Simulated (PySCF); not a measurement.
Mapped SMILES: `[CH3:1]/[N:2]=[CH:3]\[c:4]1[cH:5][cH:6][nH:7][cH:8]1`; H(Xn) means a hydrogen on atom n.

- GFN2-xTB structure
- shielding tensors at PBE0/pcSseg-1 (GIAO)
- code: PySCF 2.14
- gas phase, equivalent nuclei averaged, one computed conformer, non-relativistic

Q: Predict the 2D correlation tables (HSQC, COSY, HMBC).

A: 

HSQC (one-bond C–H):
```csv
δH,δC
8.55 (H(C3)),161.0 (C3)
6.99 (H(C8)),122.3 (C8)
6.73 (H(C6)),120.5 (C6)
6.61 (H(C5)),118.1 (C5)
3.66 (H(C1)),42.9 (C1)
```

COSY cross peaks (H two or three bonds apart, from the bond graph; peaks can be absent where the dihedral angle is near 90°):
```csv
δH,δH
6.73 (H(C6)),6.61 (H(C5))
```

HMBC (two and three bonds, from the bond graph):
```csv
δH,δC
8.55 (H(C3)),"125.3 (C4), 122.3 (C8), 118.1 (C5), 42.9 (C1)"
6.99 (H(C8)),"161.0 (C3), 125.3 (C4), 120.5 (C6), 118.1 (C5)"
6.73 (H(C6)),"125.3 (C4), 122.3 (C8), 118.1 (C5)"
6.61 (H(C5)),"161.0 (C3), 125.3 (C4), 122.3 (C8), 120.5 (C6)"
3.66 (H(C1)),161.0 (C3)
```

Chemical shifts δ = σref − σ; TMS for 1H (σref 31.72) and 13C (σref 186.93), all at this level.

Short H···H contacts in this conformer between protons four or more bonds apart (candidates for NOE cross peaks, intensity ∝ r⁻⁶): H(C1)···H(C8) 2.33 Å, H(C3)···H(C5) 2.55 Å.

Exchangeable OH/NH protons stand at their gas-phase positions; hydrogen bonding in a real sample shifts them, mostly to higher δ. Shifts are as computed. Against solution values, carbons near 30 ppm lie about +3 ppm off and those near 130 ppm about +5 ppm. Of 1211 compounds with measured shifts, 218 miss one by over three times the rms of a fit or turn the order of signals round; such compounds aren't used in these exercises.
